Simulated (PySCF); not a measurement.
## Spin-orbit coupling and the first ionisation energy along the lanthanides

Two-component X2C-1e calculated with PySCF 2.14: MP2 on generalised Hartree-Fock spinors (GMP2), with spin-orbit coupling off and on (screened by Boettger's factors); no Breit or QED terms. Values in eV; the references (NIST) lie between the lowest levels. Elements whose determinants are no pure J levels are left out.

```
                               element                     configurations  spin-free  with spin-orbit  shift  reference
Eu (x2c-QZVPPall-2c, [Ar] 3d10 frozen)        [Xe] 4f7 6s2 → [Xe] 4f7 6s1      5.618            5.620  0.002      5.670
Tb (x2c-QZVPPall-2c, [Ar] 3d10 frozen)        [Xe] 4f9 6s2 → [Xe] 4f9 6s1      5.833            5.834  0.002      5.864
Dy (x2c-QZVPPall-2c, [Ar] 3d10 frozen)      [Xe] 4f10 6s2 → [Xe] 4f10 6s1      5.919            5.922  0.003      5.939
Ho (x2c-QZVPPall-2c, [Ar] 3d10 frozen)      [Xe] 4f11 6s2 → [Xe] 4f11 6s1      6.011            6.014  0.003      6.021
Er (x2c-QZVPPall-2c, [Ar] 3d10 frozen)      [Xe] 4f12 6s2 → [Xe] 4f12 6s1      6.106            6.110  0.004      6.108
Tm (x2c-QZVPPall-2c, [Ar] 3d10 frozen)      [Xe] 4f13 6s2 → [Xe] 4f13 6s1      6.193            6.198  0.005      6.184
Yb (x2c-QZVPPall-2c, [Ar] 3d10 frozen)      [Xe] 4f14 6s2 → [Xe] 4f14 6s1      6.274            6.280  0.006      6.254
Lu (x2c-QZVPPall-2c, [Ar] 3d10 frozen)  [Xe] 4f14 5d1 6s2 → [Xe] 4f14 6s2      5.197            5.385  0.189      5.426
```

The largest shift is at Lu, 0.189 eV, where spin-orbit coupling lowers the species with more electrons by more than the one with fewer (starting occupations 5d3/2^1 and closed).

What remains against the references is mostly the basis and correlation beyond MP2.
